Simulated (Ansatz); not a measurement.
Gas-phase reaction in SMILES: FC(Cl)(Cl)Cl [trichloro(fluoro)methane] + 4 [H][H] (H2) → C (CH4) + 3 Cl (HCl) + F (HF)
Geometries: B3LYP-D3(BJ)/def2-TZVP minima from Ansatz (an electronic-structure program).

Property: energy of full hydrogenation (electronic energy difference), in kcal/mol. Correlated levels leave the core frozen unless marked. No spin-orbit coupling. Non-relativistic. CBS marks a two-point X^-3 extrapolation of the correlation energy; Hartree-Fock from the larger set.

```csv
level,program,energy of full hydrogenation (kcal/mol)
PBE-D3(BJ)/def2-TZVPD,Ansatz + dftd3,___
BHLYP-D3(BJ)/def2-TZVPD,Ansatz + dftd3,-98.1
wB97X-V/def2-TZVPD,Ansatz,___
PBE-QIDH/def2-TZVPD,Ansatz,___
SCS-MP2/STO-3G,Ansatz,-29.6
SCS-MP2/6-31G,Ansatz,-92.1
CCSD(T) with core electrons (1s frozen past Ne)/cc-pwCVTZ,Ansatz,-95.6
"CCSD(T)/CBS(cc-pV(T+d)Z,cc-pV(Q+d)Z)",Ansatz,___
```

### Question
Complete the blanks.

### Answer

- PBE-D3(BJ)/def2-TZVPD, energy of full hydrogenation (kcal/mol): -84.7
- wB97X-V/def2-TZVPD, energy of full hydrogenation (kcal/mol): -90.4
- PBE-QIDH/def2-TZVPD, energy of full hydrogenation (kcal/mol): -94.1
- CCSD(T)/CBS(cc-pV(T+d)Z,cc-pV(Q+d)Z), energy of full hydrogenation (kcal/mol): -94.6
